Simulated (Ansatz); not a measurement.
`C=C[CH2][GaH2]` and `C=C[CH2][GeH3]` differ in one atom or group.

Ansatz, PBE0-D4/def2-TZVP geometries, multiplicity 1. Each molecule was computed in one conformer, which needn't be the lowest.

Scalar relativity is left out up to krypton.

```json
{"property": "HOMO–LUMO gap (PBE/def2-TZVPP) / eV", "`C=C[CH2][GaH2]`": "4.32"}
{"property": "LUMO energy (B3LYP/def2-TZVPP) / eV", "`C=C[CH2][GaH2]`": "-0.83"}
{"property": "LUMO energy (PBE0/def2-TZVPP) / eV", "`C=C[CH2][GaH2]`": "-0.60"}
{"property": "size of the dipole moment (ωB97M-V/def2-TZVPP) / D", "`C=C[CH2][GaH2]`": "0.95"}
{"property": "HOMO energy (PBE/def2-TZVPP) / eV", "`C=C[CH2][GaH2]`": "-5.79"}
{"property": "HOMO–LUMO gap (B3LYP/def2-TZVPP) / eV", "`C=C[CH2][GaH2]`": "5.74"}
```

What does the change do to each property? (Estimate.)

Ansatz gave: 
```csv
property,`C=C[CH2][GeH3]`,shift
HOMO–LUMO gap (PBE/def2-TZVPP) / eV,5.16,0.84
LUMO energy (B3LYP/def2-TZVPP) / eV,-0.13,0.70
LUMO energy (PBE0/def2-TZVPP) / eV,0.11,0.71
size of the dipole moment (ωB97M-V/def2-TZVPP) / D,0.48,-0.47
HOMO energy (PBE/def2-TZVPP) / eV,-6.04,-0.25
HOMO–LUMO gap (B3LYP/def2-TZVPP) / eV,6.77,1.03
```

With PBE0 the HOMO falls by 0.33 eV and the LUMO rises by 0.71 eV, so the gap widens by about 1.04 eV. PBE moves the HOMO by -0.25 eV and ωB97M-V by -0.44 eV. The zero-point energy changes by 25.9 kJ/mol with +3 modes. Dipoles are sizes alone; their direction can turn.

B3LYP here is the variant with VWN-RPA as its local correlation; programs differ in this.
